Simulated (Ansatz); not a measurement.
Consider the redistribution: `O[B](Cl)[GaH2]` + `BO` → `[BH2][GaH2]` + `OB(O)Cl`.

Program: Ansatz. Geometries: PBE0-D4/def2-TZVP. ΔE: electronic, gas phase. CCSD(T)/CBS is the MP2 limit (def2-TZVPP, def2-QZVPP) plus CCSD(T) − MP2 in def2-TZVPP, frozen cores. This one scheme is used for every species. DFT in def2-TZVPP. B3LYP here is the variant with VWN-RPA as its local correlation; programs differ in this. For Ga outer-core shells are correlated without core-valence functions, which leaves a few kJ/mol of doubt a bond. Scalar relativity is left out up to krypton. Each species was taken in one conformer, which may not be the lowest.

| level | ΔE (kcal/mol) |
| --- | --- |
| revPBE-D4 | 6.5 |
| r2SCAN-D4 | 4.4 |
| B3LYP-D4 | 6.0 |
| BHLYP-D4 | 4.6 |
| B3LYP | 5.6 |
| r2SCAN0 | 3.7 |
| MP2/def2-SVP | 6.2 |
| CCSD/CBS(def2) | 4.4 |

(1) What does CCSD(T)/CBS give? (Estimate.)

(2) What do rigid-rotor, harmonic-oscillator terms from PBE0-D4/def2-TZVP frequencies (298.15 K, 1 bar) make of the CCSD(T)/CBS value? (An estimate is asked.)

Largest T1 diagnostic among the species: 0.014.

Results:

(1) Ansatz gave: +5.3 kcal/mol. The listed levels differ from it by 1.2, -0.9, 0.7, -0.7, 0.3, -1.6, 0.9, -0.9 kcal/mol.

(2) Ansatz gave: ΔZPE = -0.7 kcal/mol, ΔH = +4.3 kcal/mol, ΔS = -12 J/(mol·K), ΔG = +5.1 kcal/mol.

From PBE to PBE0 (25 % exact exchange), in def2-TZVPP and without D4, ΔE moves by −1.5 kcal/mol. At CCSD(T), def2-SVP lies +0.9 kcal/mol from the extrapolated value and def2-TZVPP −0.0 kcal/mol. Leaving LDA and LC-ωPBE aside and taking each functional with its dispersion term where it has one, the values, not all of them listed here, spread over 4.2 kcal/mol, from B97M-V to BLYP-D4.
